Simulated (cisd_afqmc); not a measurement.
Input (AFQMC/CISD/def2-SVP; cisd_afqmc is a phaseless AFQMC code with CISD trial states that reads the integrals written by Ansatz):

Ansatz 0.2 input:
```python
import cisd_afqmc

open("ham.yaml", "w").write("""\
crystal:
  periodic: [false, false, false]
  atoms:
    - {symbol: Ge, position_ang: [0.05149099, -1.34113415, 0.05390182]}
    - {symbol: I, position_ang: [0.65683235, 1.17690233, 0.10533076]}
    - {symbol: S, position_ang: [-2.13005489, -1.06678767, -0.42914354]}
    - {symbol: H, position_ang: [-2.37894808, -2.39092763, -0.44109205]}
basis:
  gaussian:
    orbitals: def2-SVP
magnetization: {spin_polarized: false}
correlation: {method: ccsd, electrons: outside_noble_gas, hamiltonian_folder: ham}
""")
rep = cisd_afqmc.ansatz("ham.yaml")
e_ccsd = rep["correlation"]["coupled_cluster"]["energy"]["hartree"]
out = cisd_afqmc.run("ham", e_ccsd, trial="CISD", walkers=100, populations=8, threads=8, dt=0.005, steps=40, early=36, settle=10, least=32,
    cut=5e-5, rank_cut=2e-4, target=0.0004, seconds=1500, seed=1, memory=17280, gpu=False)
```

Output:

```
orbitals 53, occupied [9], factors 306 of 864, rank of the doubles 175 of 396
E(HF) = -2769.810519
E(CCSD) on the cut factors = -2770.148330, shift to the whole factors -0.000004
Energy of the trial state on the determinant = -2770.148246
  tau behind 10.8 of longer steps, mean of the populations' last blocks
   2.0  -2770.16182
   4.0  -2770.16170
   6.0  -2770.16505
   8.0  -2770.16200
  10.0  -2770.16165
  12.0  -2770.16089
  14.0  -2770.16065
  16.0  -2770.16180
  18.0  -2770.16066
  20.0  -2770.16240
  22.0  -2770.16331
blocks 927 (0 outliers left out), error by blocks joined: 1: 0.00016, 2: 0.00021, 4: 0.00027, 8: 0.00033, 16: 0.00039
E(AFQMC/CISD) = -2770.16193 +/- 0.00039
```
